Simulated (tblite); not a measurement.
Species: 2-bromopyrimidine, C4H3BrN2.
SMILES with atom numbers: `[Br:1][c:2]1[n:3][cH:4][cH:5][cH:6][n:7]1` (hydrogens: H8 on C4; H9 on C5; H10 on C6)

All values are computed: GFN2-xTB (tblite) harmonic vibrations without scaling, gas phase. The method is semi-empirical: single wavenumbers can be off by several per cent or more.

Harmonic wavenumbers (cm⁻¹): 137.7, 238.3, 312.1, 364.6, 409.5, 601.0, 696.9, 728.5, 787.8, 914.1, 930.6, 1011.6, 1100.4, 1107.7, 1131.1, 1214.3, 1252.0, 1354.3, 1400.3, 1554.5, 1554.5, 3062.4, 3064.0, 3119.9.

A = 6187, B = 1073, C = 914.5 MHz; mass 157.948 u (most abundant isotopes); point group C2v, symmetry number 2.

Problem. What is the zero-point energy?

Solution. ½Σν̃ = 14024 cm⁻¹ = 167.77 kJ/mol.

Problem. Give the ideal-gas entropy at 500 K and 1 bar in the rigid-rotor, harmonic-oscillator model (classical rotation).

Solution. Translation 182.74, rotation 119.35, vibration 83.75: S = 385.8 J/(mol K).

Problem. And Cp and H(500 K) − H(0)?

Solution. Cp = 136.96 J/(mol K), of which vibrations give 103.70 (their classical limit is 24 R = 199.5); H(500 K) − H(0) = 41.18 kJ/mol without the zero-point energy, 24.55 from vibrations.

Problem. What must be added to the electronic energy to get the Gibbs energy at 500 K and 1 bar?

Solution. ZPE + [H(500 K) − H(0)] − T·S = 167.77 + 41.18 − 192.92 = 16.03 kJ/mol.

Problem. How do the functions run with temperature in this model?

Solution. 
```
 T (K)  S (J/(mol K))  Cp (J/(mol K))  H − H(0) (kJ/mol)  G − H(0) (kJ/mol)  ln q(vib)
    50          226.4            36.4               1.70              -9.62       0.02
   100          254.6            46.8               3.77             -21.70       0.20
298.15          326.5            93.9              17.62             -79.71       1.89
373.15          349.5           111.7              25.34            -105.07       2.70
   750          448.2           169.5              79.88            -256.24       7.14
  1000          499.7           188.4             124.81            -374.92       9.99
```

q(vib) and H(0) count from the zero-point level.

Problem. Blend soft modes into free rotors: weight 1/[1 + (100 cm⁻¹/ν̃)⁴] for the oscillator and the rest for a rotor with moment μB/(μ + B), μ = h/(8π²ν), B = 10⁻⁴⁴ kg m². What vibrational entropy results?

Solution. 83.01 J/(mol K) in place of 83.75, which changes −T·S at 500 K by +0.37 kJ/mol.

Hindered rotation and anharmonicity are outside this model.
